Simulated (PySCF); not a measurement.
Planning a geometry optimisation on `c1c(C#N)cccc1` (benzonitrile).

Method: BHandHLYP/def2-SVP geometry optimisation, gas phase (PySCF 2.14.0). Work: geometry optimisation from a GFN2-xTB start, density fitting. The input is one job of a driver script: a line of settings, then coordinates in Å.

Input:
```
{"job": {"xc": "BHandHLYP", "basis": "def2-SVP", "grid": 1, "kind": "geom"}, "charge": 0, "multiplicity": 1}
N      3.560143     0.626991     0.034732
C      2.430993     0.429019     0.024011
C      1.038044     0.183621     0.009784
C      0.143093     1.249965     0.100803
C     -1.216135     1.002352     0.085713
C     -1.686559    -0.297390    -0.020972
C     -0.797412    -1.357332    -0.110558
C      0.564424    -1.124549    -0.093950
H      0.520648     2.258611     0.181819
H     -1.911349     1.825464     0.158309
H     -2.749704    -0.484974    -0.034228
H     -1.166963    -2.368665    -0.192626
H      1.266388    -1.942627    -0.160566
```

Hardware: Arm Neoverse V2, one thread (shared host). PySCF's memory limit was set to 1200 MB.

Q: How large is the basis?

A: 137 functions.

Q: How long does the run take?

A: About 21 s. The run took 5 energy-and-gradient evaluations and 30 SCF cycles, 4.2 s an evaluation on average.

Q: Estimate the peak memory.

A: About 0.58 GiB. Peak memory is the resident size of the whole Python process, interpreter and libraries included.

Q: At this speed, how long would 100 such jobs take on 96 cores, one job a core?

A: 100/96 gives 2 rounds of 21 s, about 42 s of wall time and 0.58 core-hours, if the jobs don't slow each other.

The output:
```
step   0  E = -324.05459403  max force = 0.015538
step   1  E = -324.05501644  max force = 0.002751
step   2  E = -324.05502061  max force = 0.000549
step   3  E = -324.05502042  max force = 0.000557
step   4  E = -324.05502135  max force = 0.000233
optimisation converged
```

Energies in Eh; «max force» is the largest Cartesian gradient component in Eh/bohr.

The host was shared with other jobs, so the times are rough.

The run converged: final energy -324.05502 Eh after 4 steps; dipole 4.54 D.
